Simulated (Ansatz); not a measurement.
`NB1OC1F` from Hartree–Fock to CCSD(T)

Cartesian coordinates in Å:
```
N -1.073 0.218 1.096
B -0.133 0.171 0.089
O 0.213 0.866 -1.027
C 1.008 -0.314 -0.766
F 0.823 -1.292 -1.691
H -1.790 0.923 1.136
H -1.118 -0.466 1.829
H 2.070 -0.106 -0.666
```

Charge 0, multiplicity 1. All single points use the PBE0-D4/def2-TZVP geometry. It is one conformer, not always the lowest. Frozen core, restricted reference, Ansatz 0.2.0. CBS rows extrapolate triple and quadruple zeta; past MP2 they add the triple-zeta difference.

| basis | HF (Eh) | MP2 corr. |
| --- | --- | --- |
| def2-SVP | -292.85496 | -0.74431 |
| def2-TZVPP | -293.21036 | -0.94441 |
| def2-QZVPP | -293.22375 | -1.01938 |

(1) Estimate the CCSD correlation energy and the (T) correction in each basis where they were run (hartree).

Answers

(1) 
```
     basis  CCSD corr.       (T)
  def2-SVP    -0.77012  -0.02103
def2-TZVPP    -0.95936  -0.03732
 CBS(def2)    -1.08986     as TZ
```
